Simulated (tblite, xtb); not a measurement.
CS, charge +1, doublet, geometry from GFN2-xTB (a state made from the parent by changing its charge; the spin is typed, not shown lowest). Base run: xtb with GFN1-xTB.

Geometry (Å):
```xyz
2

C      0.0000     0.0000    -1.0790
S      0.0000     0.0000     0.4046
```
Charge +1, spin multiplicity 2.
All else is at xtb's defaults.
Base energy -5.03750 Eh.

Programs used: tblite, xtb; a row that names a program was run with it.

Variants of this job, named by their change:

```
change                           ΔE vs base (kcal/mol)  SCF cycles
-------------------------------  ---------------------  ----------
base                                             0.000          10
etemp = 3000                                     -0.65          10
acc = 1000                                       0.003           7
acc = 30                                         0.000           9
program = tblite; method = gfn1                  0.000           -
acc = 0.0001                                     0.000          12
```
